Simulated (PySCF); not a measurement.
Compound: C5H11ClSi.
Z-matrix (Å and degrees, GFN2-xTB geometry), rows numbered from 1:
```
C 
C   1  1.5263
C   2  1.5278  1  110.15
Si  2  1.9126  1  111.00  3   123.97
C   4  1.8883  2  109.32  1  -178.10
C   5  1.3211  4  124.06  2   -70.16
Cl  6  1.7193  5  121.77  4    -0.38
H   1  1.0897  2  110.68  3    57.53
H   1  1.0876  2  110.90  3   177.78
H   1  1.0882  2  110.58  3   -62.19
H   2  1.0951  1  107.68  3  -117.06
H   3  1.0897  2  110.59  1   -57.12
H   3  1.0883  2  110.71  1    62.49
H   3  1.0883  2  110.87  1  -177.26
H   4  1.4657  2  110.41  1    60.71
H   4  1.4692  2  110.07  1   -61.06
H   5  1.0803  4  119.25  2   109.81
H   6  1.0808  5  125.52  4   179.93
```

Theory: TDDFT PBE0/def2-SVPD, vertical, gas phase, core orbitals frozen in the response (PySCF 2.14.0, density-fitted response routines).

Each state is given a Gaussian of 0.5 eV full width at half maximum, with ε(max) = 2.175×10⁸ f / Δν̃ (Δν̃ the width in cm⁻¹). The cross-section is σ = 3.8235×10⁻²¹ ε cm², given in Mb (10⁻¹⁸ cm²). The width is an assumption, not a result. The curve ends short of the highest state used, and states not computed would add to its high-energy end.

E (eV), σ (Mb) and a bar:
```
     5.20       0.07 
     5.25       0.15 
     5.30       0.32 
     5.35       0.63 
     5.39       1.06 #
     5.44       1.93 ##
     5.49       3.31 ###
     5.54       5.37 ####
     5.58       7.60 ######
     5.63      11.16 #########
     5.68      15.51 #############
     5.73      20.39 #################
     5.78      25.38 #####################
     5.82      29.07 ########################
     5.87      32.81 ############################
     5.92      35.09 ##############################
     5.97      35.64 ##############################
     6.02      34.46 #############################
     6.06      32.47 ###########################
     6.11      29.13 #########################
     6.16      25.40 #####################
     6.21      21.90 ##################
     6.25      19.55 ################
     6.30      17.39 ###############
     6.35      16.10 ##############
     6.40      15.55 #############
     6.45      15.51 #############
     6.49      15.66 #############
     6.54      15.90 #############
     6.59      16.01 #############
     6.64      15.88 #############
     6.68      15.56 #############
     6.73      14.85 ############
     6.78      13.85 ############
     6.83      12.59 ###########
     6.88      11.20 #########
```

Question: Locate the maxima and give the states behind the curve.

Answer: 208 nm (5.96 eV), ε about 9300, made up of S1 (98%); 188 nm (6.59 eV), ε about 4200, made up of S2 (48%), S3 (26%) and S4 (23%) (hardly more than a shoulder) (ε in L mol⁻¹ cm⁻¹; maxima over ε = 5, shares over 10%). The states used: S1 5.95 eV (f 0.170); S2 6.46 eV (f 0.045); S3 6.71 eV (f 0.023); S4 6.79 eV (f 0.027); S5 7.00 eV (f 0.0006); S6 7.05 eV (f 0.0069); S7 7.33 eV (f 0.0095); S8 7.48 eV (f 0.021).

Question: On this curve, what absorbance would a 10⁻⁵ mol/L sample give at 193 nm over a 1 cm path?

Answer: 193 nm is 6.424 eV, where ε is about 4000 L mol⁻¹ cm⁻¹, so A = ε c l ≈ 0.04 (Beer–Lambert, with the gas-phase spectrum and the assumed width).

Question: What would ε be at 5.96 eV, the highest of these maxima, with half the width (0.25 eV)?

Answer: About 18300 L mol⁻¹ cm⁻¹ against 9330, a factor of about 1.96; a lone state at its own centre would give exactly 2.

Question: Coming from long wavelengths, where does ε first pass 100 L mol⁻¹ cm⁻¹?

Answer: At about 233 nm (5.31 eV), 0.64 eV below S1.

One conformer stands for the species.
